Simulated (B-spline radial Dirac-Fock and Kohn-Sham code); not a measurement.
Magnetic form factor of the 4f shell of Pb²⁵⁺

System: the Pb²⁵⁺ ion in the configuration [Kr] 4d10 4f11.

Input of the calculation (task.json; shells as n, l, electrons):

```json
{"items": [{
  "Z": 82,
  "q": 25,
  "cfg": [[1, 0, 2], [2, 0, 2], [2, 1, 6], [3, 0, 2], [3, 1, 6], [3, 2, 10], [4, 0, 2], [4, 1, 6], [4, 2, 10], [4, 3, 11]],
  "A": 208,
  "rrms": 5.5012,
  "do": ["scatter"],
  "s": [0.0, 0.03, 0.04, 0.06, 0.07, 0.09, 0.12, 0.16, 0.2, 0.26, 0.34, 0.44, 0.57, 0.73, 0.95, 1.23, 1.59, 2.05, 2.65, 3.42, 4.43, 5.72, 7.4],
  "pz": [0, 0.1, 0.14, 0.18, 0.25, 0.34, 0.46, 0.63, 0.85, 1.2, 1.6, 2.1, 2.9, 3.9, 5.4, 7.3, 9.9, 13.0, 18.0, 25.0, 34.0],
  "hv_scatter": [1000, 5000, 30000, 50000, 100000, 200000, 500000, 1000000]
}]}
```

Command: `python xray_run.py task.json out`

Level of theory: Dirac-Fock densities; a B-spline atomic structure program. ⟨j_K⟩ is the integral of the 4f radial density with the spherical Bessel function j_K(4πsr), s = sin θ/λ.

Hund's rules give S = 3/2, L = 6, J = 15/2 for 4f11, so g = 1.200, and the dipole approximation is F = ⟨j0⟩ + C₂⟨j2⟩ with C₂ = (2 − g)/g = 0.667.

| s (Å⁻¹) | ⟨j0⟩ | ⟨j2⟩ | ⟨j4⟩ | ⟨j6⟩ | F (dipole) |
| --- | --- | --- | --- | --- | --- |
| 0 | 1.0000 | 0.0000 | 0.0000 | 0.0000 | 1.0000 |
| 0.03 | 0.9987 | 0.0005 | 0.0000 | 0.0000 | 0.9991 |
| 0.04 | 0.9977 | 0.0009 | 0.0000 | 0.0000 | 0.9983 |
| 0.06 | 0.9948 | 0.0021 | 0.0000 | 0.0000 | 0.9962 |
| 0.07 | 0.9930 | 0.0028 | 0.0000 | 0.0000 | 0.9948 |
| 0.09 | 0.9884 | 0.0046 | 0.0000 | 0.0000 | 0.9915 |
| 0.12 | 0.9795 | 0.0082 | 0.0000 | 0.0000 | 0.9850 |
| 0.16 | 0.9639 | 0.0143 | 0.0001 | 0.0000 | 0.9734 |
| 0.2 | 0.9441 | 0.0221 | 0.0002 | 0.0000 | 0.9588 |
| 0.26 | 0.9075 | 0.0362 | 0.0006 | 0.0000 | 0.9316 |
| 0.34 | 0.8471 | 0.0590 | 0.0016 | 0.0000 | 0.8864 |
| 0.44 | 0.7574 | 0.0912 | 0.0041 | 0.0001 | 0.8182 |
| 0.57 | 0.6273 | 0.1343 | 0.0103 | 0.0005 | 0.7169 |
| 0.73 | 0.4646 | 0.1803 | 0.0227 | 0.0019 | 0.5848 |
| 0.95 | 0.2685 | 0.2176 | 0.0468 | 0.0064 | 0.4136 |
| 1.23 | 0.0966 | 0.2178 | 0.0798 | 0.0178 | 0.2417 |
| 1.59 | -0.0073 | 0.1696 | 0.1074 | 0.0385 | 0.1058 |

Radial moments of the shell: ⟨r²⟩ = 0.1951, ⟨r⁴⟩ = 0.06480, ⟨r⁶⟩ = 0.03305 in powers of bohr.
